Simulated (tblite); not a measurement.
Question: Write a Z-matrix for `c1(ccn(C=C)n1)F` as optimised with GFN2-xTB.

Answer: 
Z-matrix in Å and degrees, rows numbered from 1:
```
C 
C   1  1.3234
N   2  1.3892  1  123.26
C   3  1.3550  2  126.58  1   179.85
C   4  1.3728  3  107.57  2  -179.99
C   5  1.4057  4  103.17  3     0.03
F   6  1.3270  5  126.16  4   179.99
N   6  1.3125  5  112.56  4    -0.03
H   1  1.0751  2  120.47  3    -0.03
H   1  1.0735  2  121.29  3  -179.98
H   2  1.0809  1  123.53  3  -179.99
H   4  1.0713  3  121.68  2     0.00
H   5  1.0690  4  129.12  3  -179.98
```

The 5-membered ring N3–C4–C5–C6–N8 has internal angles of 103.2° to 112.6° (sum 540°, against 540° for a flat polygon); it is planar, 0.00 Å rms from its mean plane, widest ring torsion 0°. N3 (pyrrole-type nitrogen) is planar (angles 126.6°, 121.9° and 111.6°, sum 360.0°, 0.00 Å off the plane of its three neighbours). Of the pairs four or more bonds apart, N8···H9 is among the closest relative to their van der Waals radii: 2.52 Å, 92 % of the sum of Bondi's values. The 3 C–C bonds span 1.323 Å (C1=C2, drawn double) to 1.406 Å (C5–C6, aromatic), a spread of 0.083 Å.

Structure optimised with GFN2-xTB, isolated species.

Point group: Cs (tolerance 0.08 Å). Its GFN2-xTB frequencies are all real (lowest 107 cm⁻¹). The numbers are those of one conformer (C1–C2–N3–C4 180°).

These are computed values.
